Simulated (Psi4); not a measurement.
Interaction energy of C2H2 ··· C4H5N (SMILES C#C and c1cc[nH]c1), singlet. Monomers: optimised at B3LYP-D3(BJ) (def2-TZVP), held rigid. Orientation: a random orientation, not optimised. Only R, the distance of the centres of mass, is varied, so the lowest point isn't the relaxed dimer.

Geometry at R = 5.22 Å (first 4 atoms: monomer A):
```
14

C     -0.5965     0.0052     0.0478
C      0.5965    -0.0052    -0.0478
H     -1.6557     0.0145     0.1325
H      1.6557    -0.0146    -0.1325
C      3.1578    -0.6769     3.6648
C      2.0302     0.1743     3.5074
C      1.6238     0.5549     4.7635
N      2.4658    -0.0364     5.6694
C      3.4040    -0.7890     5.0118
H      3.7223    -1.1516     2.8799
H      1.5712     0.4723     2.5798
H      0.8154     1.1894     5.0825
H      2.4044     0.0665     6.6659
H      4.1598    -1.3352     5.5489
```

Level of theory: Psi4 with SAPT0/jun-cc-pVDZ, frozen core.

Components in kJ/mol:

```
R / Å  electrostatics  exchange  induction  dispersion  total
-----  --------------  --------  ---------  ----------  -----
4.58           -10.12     34.55      -4.65      -11.35   8.43
4.84            -4.48     15.57      -2.05       -7.20   1.84
4.99            -2.77      9.76      -1.29       -5.60   0.10
5.22            -1.30      4.74      -0.64       -3.88  -1.07
5.41            -0.66      2.59      -0.36       -2.90  -1.33
5.58            -0.34      1.51      -0.22       -2.26  -1.31
5.94            -0.03      0.48      -0.08       -1.37  -1.01
6.22             0.05      0.19      -0.04       -0.95  -0.75
6.69             0.08      0.04      -0.02       -0.55  -0.44
7.40             0.07      0.00      -0.01       -0.26  -0.20
8.43             0.04      0.00       0.00       -0.11  -0.06
9.69             0.02      0.00       0.00       -0.04  -0.02
```
